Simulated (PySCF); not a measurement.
**NbBr4: what the settings change**

NbBr4: Nb(IV) (d1), charge 0. The structure is a PBE0-D3(BJ)/def2-SVP geometry optimised for multiplicity 2; coordination tetrahedral, point group D2d, metal–donor distances 2.41 Å.

The d shell alone is too small an active space for NbBr4 (an active orbital has only 0.65 squared overlap with the free ion's shell): its levels, fitted parameters, g values and moments show what this model gives and aren't sound predictions.

```
5

Nb    0.000    0.000    0.000
Br    1.432    1.371    1.371
Br    1.432   -1.371   -1.371
Br   -1.432   -1.371    1.371
Br   -1.432    1.371   -1.371
```

Method (PySCF 2.14, density fitting): CASSCF(1,5) with orbitals averaged over all microstates of the shell, strongly contracted NEVPT2 on the averaged canonical orbitals; basis x2c-TZVPall on the metal, x2c-SVPall elsewhere; spin-free X2C; gas phase; spin-orbit coupling by state interaction with the mean-field operator over all roots.

Base run: NEVPT2 ground state 2B1 (from 2E), next 2A1 (from 2E) at 353, then 2B2 (from 2T2) at 8719 cm⁻¹, 10Dq(NEVPT2) 9370, ζ 322 cm⁻¹, g 1.724 1.936 1.936, μeff(300 K) 1.66 μB.

Problem. What happens with the basis x2c-TZVPall on all atoms?

Solution. NEVPT2 ground state 2B1 (from 2E), next 2A1 (from 2E) at 358, then 2B2 (from 2T2) at 8463 cm⁻¹, 10Dq(NEVPT2) 9093, ζ 324 cm⁻¹, g 1.715 1.933 1.933, μeff(300 K) 1.65 μB. It took 73 s against 42 s on a shared host of the same kind.

Charge-transfer states lie outside this active space and may come lower than some of these levels. NEVPT2 on the d shell alone tends to put d–d bands too high for such charged or covalently bound ions.
